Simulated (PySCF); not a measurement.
CHF₂NO₂Si, SMILES O=C=N[Si](O)(F)F.

Geometry optimised at PBE-D3(BJ)/def2-SVP. This is a generated structure with no PubChem entry under its InChIKey; it may be hypothetical. One conformer was computed; it need not be the lowest.

Level of theory: PBE/def2-TZVP (PySCF).

The molecule is in vacuum.

```json
{
 "total_energy": "-732.94605 hartree",
 "point_group": "Cs",
 "highest_occupied_level": "-8.03 eV",
 "lowest_empty_level": "-1.04 eV",
 "orbital_gap": "7.00 eV",
 "dipole_moment": "2.10 D",
 "quadrupole, principal values (traceless, Buckingham form, about the centre of nuclear charge)": "-6.11, -1.74, 7.86 D·Å",
 "mean_static_polarisability": "46.0 bohr³ (6.82 Å³)",
 "polarisability_principal_values": "33.5, 35.8, 68.8 bohr³"
}
```
